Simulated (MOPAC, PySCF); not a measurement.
C2H6Si2, SMILES `[SiH2]=C1C[SiH2]1`, neutral singlet in the gas phase. 

Cartesian coordinates (Å):
```xyz
10

Si     1.9743    -0.1260     0.1900
C      0.2982    -0.0053     0.0348
C     -0.8928     0.8917     0.3449
Si    -1.2815    -0.7011    -0.5276
H      2.8363     0.8916     0.8269
H      2.7055    -1.2985    -0.3199
H     -0.9484     1.8325    -0.1979
H     -1.1539     1.0105     1.3938
H     -1.6292    -0.6856    -1.9607
H     -1.9086    -1.8098     0.2155
```
Charge 0, spin multiplicity 1.

All levels are single points at this geometry (B3LYP-D3(BJ)/def2-TZVP); Pople sets use spherical d functions. Orbital energies aren't observables, and empty levels follow the basis.

AM1 in MOPAC gives dipole (D) = 0.15.

### Question
Estimate the dipole (D) from each of these levels: B3LYP-D3(BJ)/def2-TZVP in PySCF; B3LYP/3-21G in PySCF; B3LYP/6-311+G** in PySCF; B3LYP/6-31G* in PySCF; B3LYP/LANL2DZ in PySCF; M06-2X/6-31G* in PySCF; PBE/6-31G* in PySCF; HF/3-21G in PySCF; HF/STO-3G in PySCF; PM3 in MOPAC; PM6 in MOPAC; PM7 in MOPAC.

### Answer

```
level                            dipole (D)
-------------------------------  ----------
B3LYP-D3(BJ)/def2-TZVP in PySCF        0.56
B3LYP/3-21G in PySCF                   0.18
B3LYP/6-311+G** in PySCF               0.52
B3LYP/6-31G* in PySCF                  0.37
B3LYP/LANL2DZ in PySCF                 0.21
M06-2X/6-31G* in PySCF                 0.49
PBE/6-31G* in PySCF                    0.40
HF/3-21G in PySCF                      0.31
HF/STO-3G in PySCF                     0.90
PM3 in MOPAC                           0.18
PM6 in MOPAC                           1.87
PM7 in MOPAC                           0.72
```
